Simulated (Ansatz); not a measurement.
Z-matrix (Å, degrees):
```
C
H 1 1.1049
C 1 1.5306 2 108.24
H 3 1.1004 1 111.47 2 60.90
H 3 1.1004 4 107.93 1 122.66
H 3 1.1021 4 107.62 5 115.89
C 1 1.5312 2 107.83 3 120.10
H 7 1.1000 1 111.48 2 -61.12
H 7 1.1008 8 107.92 1 -122.43
H 7 1.1023 8 107.70 9 -116.07
C 1 1.5356 2 107.54 7 118.86
H 11 1.1067 1 110.86 2 178.55
H 11 1.1179 12 102.50 1 117.14
B 11 1.5505 12 112.02 13 107.36
H 14 1.2049 11 120.30 12 -36.74
H 14 1.2066 15 118.32 11 176.09
```
Charge 0, spin multiplicity 1.

Computed with frozen-core CCSD(T)/cc-pVTZ // PBE-D3(BJ)/def2-TZVP run with Ansatz (a first-principles code).

HF energy: -182.60540 Ha
MP2 correlation energy: -0.81415 Ha

Task: Estimate the CCSD correlation energy, the (T) correction, the total energy and the T1 diagnostic.

Result: 
| Property | Value |
|---|---|
| CCSD correlation energy | -0.87572 Ha |
| (T) correction | -0.03341 Ha |
| CCSD(T) total energy | -183.51453 Ha |
| T1 diagnostic | 0.009 |
